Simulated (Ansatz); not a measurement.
Compare A (`C=N[SiH](C)O`) with its isomer B (`C=NCO[SiH3]`).

Calculated with Ansatz (gas phase, PBE0-D4/def2-TZVP geometries, no zero-point term in ΔE). CBS: MP2 limit from def2 TZ/QZ plus the TZ coupled-cluster correction, frozen cores. Functionals use def2-TZVPP. B3LYP here is the variant with VWN-RPA as its local correlation; programs differ in this. Each species was taken in one conformer, which may not be the lowest.

(1) Which is lower in electronic energy at CCSD(T)/CBS, and by how much? (An estimate is asked.)

(2) Give E(B) − E(A) in kJ/mol with HF/def2-TZVPP, PBE-D4, B3LYP, B2PLYP, r2SCAN-D4, CCSD/def2-TZVPP, ωB97M-V. (Best estimate.)

Largest T1 diagnostic: 0.012.

## Answers

(1) The calculation gave: A, by 186.4 kJ/mol.

(2) The calculation gave: HF/def2-TZVPP 172.5, PBE-D4 175.3, B3LYP 175.8, B2PLYP 181.3, r2SCAN-D4 184.1, CCSD/def2-TZVPP 180.3, ωB97M-V 185.3. None reverses the order clearly.

In def2-TZVPP, CCSD(T) changes the Hartree–Fock value by +7.7 kJ/mol (the triples alone add −0.1 kJ/mol) and MP2 by +18.4 kJ/mol. From PBE to PBE0 (25 % exact exchange), in def2-TZVPP and without D4, E(B) − E(A) moves by +4.5 kJ/mol.
